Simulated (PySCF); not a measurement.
Computed vibrations of [PbO]2+

[PbO]2+ (singlet). PySCF 2.14.0, RKS BP86, Pb def2-SVP with ECP60, O def2-SVP; non-relativistic Hamiltonian with scalar-relativistic core potentials where named; density fitting; no spin-orbit coupling. Central differences of gradients.

```xyz
2

Pb    0.0000    0.0000   -0.1894
O     0.0000    0.0000    2.4628
```

Run from Python with OMP_NUM_THREADS=2. Where DIIS fails, smearing, a level shift and second-order steps follow.
It took 21 s on 2 threads of Arm Neoverse V1 (shared host).

**Question.** What are the harmonic wavenumbers and infrared intensities?

**Answer.** Modes are labelled in C∞v; negative numbers are unstable modes, those under 60 cm⁻¹ near the noise; a finer grid moves soft modes by up to 10 cm⁻¹.
```json
{"cm⁻¹": "247", "km/mol": "4.3", "symmetry": "σ+"}
```

**Question.** Is this a minimum?

**Answer.** Yes. Ideal gas at 298.15 K and 1 bar: S = 251.5 J/(mol K), Cp = 36.5 J/(mol K), H − H(0 K) = 10.0 kJ/mol (rigid rotor, harmonic modes, spin degeneracy alone).
